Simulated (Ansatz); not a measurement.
B(Cl)(F)(NHMe) (CH4BClFN), SMILES ClB(F)NC.

Geometry: r2SCAN-D4/def2-SVP. This is a generated structure with no PubChem entry under its InChIKey; it may be hypothetical. The values are those of a single conformer.

Two levels are set side by side: PBE/def2-SVPD (Ansatz, a quantum-chemistry and plane-wave program) and CAM-B3LYP/def2-SVPD (Ansatz). Energy differences of separate SCF runs at the same geometry; the states with an electron removed or added have multiplicity 2 and 2. Differences are taken from unrounded values.

```
quantity                            PBE
---------------------------------  ----
vertical ionisation energy (eV)    9.84
vertical singlet–triplet gap (eV)  6.17
```

Problem. These are the PBE values. What does CAM-B3LYP give? (An estimate is asked for; the answer gives what the named calculation found.)

Solution. 
```
quantity                           CAM-B3LYP  PBE minus CAM-B3LYP
---------------------------------  ---------  -------------------
vertical ionisation energy (eV)        10.28                -0.44
vertical singlet–triplet gap (eV)       6.69                -0.52
```
